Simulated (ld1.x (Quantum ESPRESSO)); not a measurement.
## silver: one change to a TM semilocal potential, before and after

Ag, norm-conserving Troullier–Martins (semilocal form), made with ld1.x (Quantum ESPRESSO) 7.5 (Wu–Cohen, scalar-relativistic). Core [Ar] 3d10 4s2, reference 4p6 4d10 5s0 5p0 (charge +1). Waves: 4p (bound): rc 0.95 bohr; 4d (bound): rc 1.65 bohr; 5s (bound, empty): rc 2.10 bohr. Local part: the s channel. Core correction: none.

Change: core correction a·sin(br)/r model core inside 0.46 bohr.

Cutoffs: the cutoffs (Ry, on a coarse ladder) from which the occupation-weighted sum of valence levels, in a spherical-Bessel basis at the reference potential, stays within 10 and 1 mRy of its value at 400 Ry; they do not see the model core or the augmentation charge, which bear on the density cutoff. Errors are all-electron minus pseudo energies relative to the spin-unpolarised reference configuration.

Q: How do hardness, ghosts and transferability respond?

A: The potential gets neither clearly harder nor softer (160 Ry and 200 Ry → 160 Ry and 200 Ry); of the 7 tests that both files solve, the error grows in 5 and shrinks in 0 by more than 15 % and 0.3 meV (median size 17.6 → 22.1 meV); neither file shows a bound ghost. A semilocal file is local in each channel, so a ghost entry of none says nothing of the separable form that plane-wave codes build from it. A model core, the more so a compact one, raises the density cutoff, which this test does not measure.

```csv
quantity,base,changed
"cutoff, loose",160 Ry,160 Ry
"cutoff, tight",200 Ry,200 Ry
bound ghosts,none,none
"error for 4p6 4d10 5s1 5p0, meV [ΔE -7.73 eV]",-6.2,-7.3
"error for 4p6 4d9 5s0 5p0, meV [ΔE 22.13 eV]",-5.7,-9.1
"error for 4p6 4d8 5s0 5p0, meV [ΔE 58.33 eV]",-26,-45
"error for 4p6 4d9 5s1 5p1, meV [ΔE 0.92 eV]",-18,-22
"error for 4p6 4d10 5s0 5p1, meV [ΔE -3.76 eV]",+12,+12
"error for 4p6 4d9 5s2 5p0, meV [ΔE -3.68 eV]",-77,-82
"error for 4p6 4d7 5s0 5p0, meV [ΔE 110.05 eV]",-64,-119
s: phases at 2.30 bohr within 0.05 rad from the reference energy up to (Ry; the scan ends near 5),2.8,2.8
p: phases at 2.30 bohr within 0.05 rad from the reference energy up to (Ry; the scan ends near 5),to the end of the scan,to the end of the scan
d: phases at 2.30 bohr within 0.05 rad from the reference energy up to (Ry; the scan ends near 5),2.5,2.5
```
